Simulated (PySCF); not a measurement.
Species: C5H8OS.
SMILES with atom numbers: `[CH2:1]=[CH:2][CH2:3][O:4][C:5]([CH3:6])=[S:7]` (hydrogens: H8, H9 on C1; H10 on C2; H11, H12 on C3; H13, H14, H15 on C6)

Computed with PBE0-D3(BJ)/def2-SVP geometry optimisation, gas phase in PySCF.

Question: List the bond lengths, angles and torsions at this level.

Answer: 
| bond | length (pm) |
| --- | --- |
| C1=C2 | 133.2 |
| C2–C3 | 148.9 |
| C3–O4 | 142.5 |
| O4–C5 | 132.5 |
| C5–C6 | 149.6 |
| C5=S7 | 163.7 |
| C1–H8 | 109.5 |
| C1–H9 | 109.3 |
| C2–H10 | 109.6 |
| C3–H11, C3–H12 | 110.4 |
| C6–H13, C6–H14, C6–H15 | 109.9 |

Bonds in one row agree within 1 pm and their mean is given. A selection of angles:
| angle | degrees |
| --- | --- |
| C2–C1–H8 | 121.6 |
| C2–C1–H9 | 121.4 |
| H8–C1–H9 | 117.0 |
| C1–C2–C3 | 124.1 |
| C1–C2–H10 | 120.2 |
| C3–C2–H10 | 115.7 |
| C2–C3–O4 | 108.2 |
| C2–C3–H11 | 111.8 |
| O4–C3–H11 | 108.2 |
| O4–C3–H12 | 109.5 |
| H11–C3–H12 | 106.6 |
| C3–O4–C5 | 119.4 |
| O4–C5–C6 | 110.2 |
| O4–C5–S7 | 124.9 |
| C6–C5–S7 | 124.9 |
| C5–C6–H13 | 109.8 |
| C5–C6–H14 | 110.7 |
| H13–C6–H14 | 110.5 |
| H13–C6–H15 | 107.0 |

Dihedral angles: C1–C2–C3–O4 130° (anticlinal); C2–C3–O4–C5 177° (antiperiplanar); C3–O4–C5–C6 -179° (antiperiplanar). The mirror-image conformer, all signs reversed, is as good.

Of the pairs four or more bonds apart, S7···H11 is among the closest relative to their van der Waals radii: 2.80 Å, 93 % of the sum of Bondi's values. The 2 C–O bonds span 1.325 Å (O4–C5, drawn single) to 1.425 Å (C3–O4, drawn single), a spread of 0.100 Å. The C–C distances run from 1.332 Å (C1=C2, drawn double) to 1.496 Å (C5–C6, drawn single), a spread of 0.164 Å.

Point group: C1 (no symmetry element, even within 0.4 Å). No PBE0-D3(BJ)/def2-SVP frequencies stand behind this structure, so it isn't proved a minimum. The numbers are those of one conformer.
